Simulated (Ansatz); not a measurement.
Species: sum formula InCl$_{2}$F, charge 0, multiplicity 1. SMILES: [F][In]([Cl])[Cl]
Geometry from a B3LYP-D3(BJ)/def2-TZVP (Ansatz, a first-principles code) optimisation:
```
In
F 1 1.9408
Cl 1 2.3064 2 117.58
Cl 1 2.3064 2 117.58 3 -180.00
```
Charge 0, spin multiplicity 1.

Property: atomisation energy (electronic, to ground-state atoms), in eV. Valence correlation only, unless marked. Open shells are spin-unrestricted. No spin-orbit coupling. Frozen are the shells of the preceding noble gas and the d and f shells that filled before the atom's block. In def2 rows, elements after Kr have scalar-relativistic effective core potentials. The coupled-cluster limit lacks core correlation, which all-electron functionals hold. CBS marks a two-point X^-3 extrapolation of the correlation energy; Hartree-Fock from the larger set.

```
level                                        program  atomisation energy (eV)  minus last row
------------------------------------  --------------  -----------------------  --------------
PBE-D4/def2-TZVPD                     Ansatz + dftd4                    11.30           -0.23
BLYP-D4/def2-TZVPD                    Ansatz + dftd4                    10.71           -0.82
revPBE-D4/def2-TZVPD                  Ansatz + dftd4                    10.81           -0.72
r2SCANh/def2-TZVPD                            Ansatz                    11.01           -0.52
B2PLYP-D3(BJ)/def2-TZVPD              Ansatz + dftd3                    10.99           -0.54
RI-MP2/def2-QZVPP                             Ansatz                    12.11            0.58
RI-MP2/def2-QZVPPD                            Ansatz                    12.12            0.59
SCS-MP2/def2-QZVPP                            Ansatz                    11.63            0.10
CCSD/def2-SVP                                 Ansatz                     9.95           -1.58
CCSD(T)/CBS(def2-TZVPPD,def2-QZVPPD)          Ansatz                    11.53            0.00
```
